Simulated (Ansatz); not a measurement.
Geometry optimisation, RKS PBE0/def2-SVP in Ansatz 0.2.0.

Input:

```yaml
crystal:
  periodic: [false, false, false]
  atoms:
    - { symbol: W, position_ang: [0.0, 0.0, 0.0] }
    - { symbol: O, position_ang: [0.0, 0.0, 2.29] }
    - { symbol: H, position_ang: [-0.9095, -0.2814, 2.6271] }
    - { symbol: F, position_ang: [1.85, 0.0, 0.0] }
    - { symbol: F, position_ang: [0.0, 1.85, 0.0] }
    - { symbol: H, position_ang: [-1.72, 0.0, 0.0] }
    - { symbol: F, position_ang: [0.0, -1.85, 0.0] }
    - { symbol: F, position_ang: [0.0, 0.0, -1.85] }
    - { symbol: S, position_ang: [1.7875, 1.8621, 0.8577] }
    - { symbol: H, position_ang: [2.8002, 1.2341, 1.5926] }
    - { symbol: H, position_ang: [0.9172, 0.9554, 2.0687] }
basis:
  gaussian: { orbitals: def2-SVP }
hamiltonian:
  xc: pbe0
relax:
  f_tol: 0.15
  max_steps: 25
  restrain:
    - { distance: [0, 8], at: 2.42, k: 30.0 }
    - { distance: [10, 1], at: 1.01, k: 30.0 }
    - { distance: [0, 1], at: 3.14, k: 30.0 }
    - { distance: [10, 8], at: 2.6, k: 30.0 }
```

Command:

```bash
$ ansatz run input.yaml --threads 4 --pin off --max-ram 5120MiB --backend cpu --events-out ev --progress --plain --runs-dir out
```

**Question.** Where does it end, and by what steps?

**Answer.** The forces met the threshold. The restraints hold the end off the free minimum; the threshold counts their pulls, which the force column leaves out. Restrained pairs: W1–S9 (2.72 → 2.40 Å), O2–H11 (1.34 → 0.98 Å), W1–O2 (2.29 → 3.13 Å), S9–H11 (1.75 → 2.61 Å). After 15 steps the energy has fallen by 6.570 eV (the restraints' own energy left out); H6 moved furthest, 1.20 Å.

| step | energy less start (eV) | largest force component (eV/Å) | accepted |
| --- | --- | --- | --- |
| 0 | 0.0000 | 6.968 | yes |
| 1 | 0.2415 | 5.906 | yes |
| 2 | -0.6000 | 5.874 | yes |
| 3 | -2.7754 | 4.118 | yes |
| 4 | -4.4382 | 1.836 | yes |
| 5 | -5.3938 | 1.075 | yes |
| 6 | -5.8646 | 2.017 | yes |
| 7 | -6.1539 | 1.605 | yes |
| 8 | -6.3481 | 1.068 | yes |
| 9 | -6.4790 | 0.885 | yes |
| 10 | -6.5211 | 0.871 | yes |
| 11 | -6.5360 | 1.233 | yes |
| 12 | -6.5479 | 0.856 | yes |
| 13 | -6.5423 | 1.347 | yes |
| 14 | -6.5180 | 1.500 | no |
| 15 | -6.5705 | 0.854 | yes |

```xyz
11
Properties=species:S:1:pos:R:3
W 0.321 0.297 -0.401
O 0.415 -0.275 2.674
H -0.410 -0.661 2.988
F 1.865 -0.626 0.058
F -0.397 1.858 -1.117
H -0.951 0.668 0.639
F -0.553 -1.321 -0.141
F 0.401 -0.117 -2.212
S 1.434 2.030 0.841
H 2.306 1.223 1.488
H 0.296 0.696 2.768
```

Run time: 73 s on 4 threads of Arm Neoverse V1, on a shared host, peak memory 0.43 GiB.
